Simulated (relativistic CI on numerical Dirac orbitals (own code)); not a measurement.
## Slater and spin-orbit integrals, I²⁹⁺

Computed by Dirac-Coulomb-Breit CI, separate exchange-only KLI orbitals for each configuration, QED by a radiative potential, unscaled Slater integrals (own radial code, finite nucleus).

Slater integrals F^k, G^k are unscaled and averaged over j, outside the closed core [Ne]; ζ comes from projecting the Hamiltonian with its Breit term on Σ l·s of the shell.

- 3s2 3p6 3d6: F^2(3d,3d) = 381640, F^4(3d,3d) = 245700, ζ(3d) = 42937 cm⁻¹; <r>(3d) = 0.2657, <r^2>(3d) = 0.08231 (bohr units).
- 3s2 3p5 3d7: ζ(3p) = 337050, F^2(3d,3d) = 380780, F^4(3d,3d) = 245120, F^2(3p,3d) = 337050, G^1(3p,3d) = 369100, G^3(3p,3d) = 243380, ζ(3d) = 42399 cm⁻¹; <r>(3p) = 0.2946, <r^2>(3p) = 0.1003, <r>(3d) = 0.2662, <r^2>(3d) = 0.08264 (bohr units).
- 3s2 3p4 3d8: F^2(3p,3p) = 336300, ζ(3p) = 336750, F^2(3d,3d) = 379910, F^4(3d,3d) = 244520, F^2(3p,3d) = 336630, G^1(3p,3d) = 369040, G^3(3p,3d) = 243220, ζ(3d) = 41866 cm⁻¹; <r>(3p) = 0.2949, <r^2>(3p) = 0.1005, <r>(3d) = 0.2668, <r^2>(3d) = 0.08299 (bohr units).

Problem. Give the Racah parameters of the d shell in 3s2 3p6 3d6.

Solution. B = F²/49 − 5F⁴/441 = 5003 cm⁻¹ and C = 35F⁴/441 = 19500 cm⁻¹.

Averages of the first 10 configurations, taken without configuration mixing, which lowers the lowest level and can move excited configurations by several eV; other configurations of the list can lie among them:

```tsv
Configuration	Parity	States	Average energy above the lowest level (eV)
3s2 3p6 3d6	even	210	31.6
3s2 3p5 3d7	odd	720	277.0
3s2 3p4 3d8	even	675	527.6
3s 3p6 3d7	even	240	456.1
3p6 3d8	even	45	887.6
3s 3p5 3d8	odd	540	700.3
3s2 3p6 3d5 4s	even	504	723.9
3s2 3p6 3d5 4p	odd	1512	788.8
3s2 3p6 3d5 4d	even	2520	878.4
3s2 3p4 3d7 4s	even	3600	1208.0
```
